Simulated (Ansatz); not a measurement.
System: BP$_{2}$H$_{4}$, charge 0, doublet. BP2H4 (SMILES P[B]P, doublet).
B3LYP-D3(BJ)/def2-TZVP minimum from Ansatz (a first-principles code):
```
B
P 1 1.8382
H 2 1.4125 1 102.35
H 2 1.4185 3 97.64 1 106.41
P 1 1.8382 2 144.55 3 166.06
H 5 1.4125 1 102.35 2 -166.06
H 5 1.4185 6 97.64 1 -106.41
```
Charge 0, spin multiplicity 2.

Total energies in hartree (Ansatz). Open shells are spin-unrestricted; no spin-orbit coupling. Cores are frozen in correlated methods. No relativity. Where a partner has so few electrons that a lower coupled-cluster level is exact, that level stands in.

| species | HF/cc-pV(T+d)Z | CCSD(T)/cc-pV(T+d)Z | HF/cc-pV(Q+d)Z | CCSD(T)/cc-pV(Q+d)Z | CCSD(T)/cc-pV(D+d)Z | CCSDT(Q)/cc-pV(D+d)Z |
|---|---|---|---|---|---|---|
| 1: BP2H4 (SMILES P[B]P, doublet) | -708.46499 | -708.92487 | -708.47307 | -708.95849 | -708.81091 | -708.81355 |
| 2: B (doublet) | -24.53207 | -24.59810 | -24.53297 | -24.60084 | -24.58941 | -24.58977 |
| 3: P (quartet) | -340.71631 | -340.82157 | -340.71872 | -340.82830 | -340.79336 | -340.79376 |
| 4: H (doublet) | -0.49981 | -0.49981 | -0.49995 | -0.49995 | -0.49928 | -0.49928 |

**Question.** Work out the atomisation energy (electronic, to ground-state atoms) in kcal/mol: take Hartree-Fock from cc-pV(Q+d)Z, extrapolate the CCSD(T) correlation energy as X^-3 (X = 3, 4), and add CCSDT(Q) - CCSD(T) in cc-pV(D+d)Z. 1 hartree = 627.51 kcal/mol.

**Answer.** 
Species 1: correlation (64·(-0.48542) - 27·(-0.45988))/37 = -0.50406; step -0.00264; E1 = -708.47307 + (-0.50406) + (-0.00264) = -708.97977
Species 2: correlation (64·(-0.06787) - 27·(-0.06603))/37 = -0.06921; step -0.00036; E2 = -24.53297 + (-0.06921) + (-0.00036) = -24.60254
Species 3: correlation (64·(-0.10958) - 27·(-0.10526))/37 = -0.11273; step -0.00040; E3 = -340.71872 + (-0.11273) + (-0.00040) = -340.83185
Species 4: correlation (64·(0.00000) - 27·(0.00000))/37 = 0.00000; step +0.00000; E4 = -0.49995 + (0.00000) + (+0.00000) = -0.49995
-1·E1 +1·E2 +2·E3 +4·E4 = 0.71373 hartree = 447.9 kcal/mol.
